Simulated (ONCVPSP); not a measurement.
# What one change does to a pseudopotential (lead, ONCV)

lead (Pb), optimised norm-conserving Vanderbilt (ONCV), made with ONCVPSP 4.0.1 (LDA (Perdew-Wang 92), scalar-relativistic). Core [Xe] 4f14 5d10, reference 6s2 6p1 (charge +1). Waves: 6s: rc 2.05 bohr, ncon 4, nbas 8, qcut 3.1 1/bohr, 3 projectors, debl 2.2 Ha; 6p: rc 2.50 bohr, ncon 4, nbas 7, qcut 3.5 1/bohr, 2 projectors, debl 2.7 Ha. Local part: polynomial inside 1.80 bohr (lpopt 4, dvloc0 3 Ha). Core correction: Teter function, fcfact 2, rcfact 1.1.

Change: all radii but the core radius scaled by about 1.33 (s 2.72, p 3.32 bohr); local potential polynomial inside 2.38 bohr (lpopt 4, dvloc0 3 Ha).

Cutoffs: the cutoffs (Ha) at which the residual kinetic energy of the hardest occupied pseudo-wave falls to 1 and 0.1 mHa per electron; they do not see the model core or the augmentation charge, which bear on the density cutoff. Errors are all-electron minus pseudo energies relative to the spin-unpolarised reference configuration.

Task: Predict the effect on cutoff, ghosts and configuration errors.

Result: The potential gets softer (17 Ha and 38 Ha → 4.4 Ha and 18 Ha); of the 4 tests that both files solve, the error grows in 0 and shrinks in 4 by more than 15 % and 0.3 meV (median size 47.3 → 12.3 meV); neither file shows a bound ghost. A larger radius leaves more room for a smooth pseudo-wave, so fewer plane waves are needed. That the errors move this way runs against the usual rule that smaller radii transfer better.

| quantity | base | changed |
| --- | --- | --- |
| cutoff, loose | 17 Ha | 4.4 Ha |
| cutoff, tight | 38 Ha | 18 Ha |
| loose cutoff by channel | s 17 Ha, p 5.2 Ha | s 4.4 Ha, p 3.5 Ha |
| bound ghosts | none | none |
| GHOST(+) flags under 300 eV | s at 171.7 eV | none |
| error for 6s2 6p2, meV [ΔE -6.83 eV] | +13 | +11 |
| error for 6s2 6p0, meV [ΔE 13.76 eV] | +21 | +13 |
| error for 6s1 6p0, meV [ΔE 46.63 eV] | +86 | -17 |
| error for 6s0 6p4, meV [ΔE 11.22 eV] | +73 | +1.6 |
| rms error of d²Exc/dni dnj with the model core, mHa | 11.68 | 11.23 |

Changed file: The cutoffs count occupied waves only; projector 3 of the s channel, the hardest unoccupied one, needs 29 Ha at the loose tolerance.
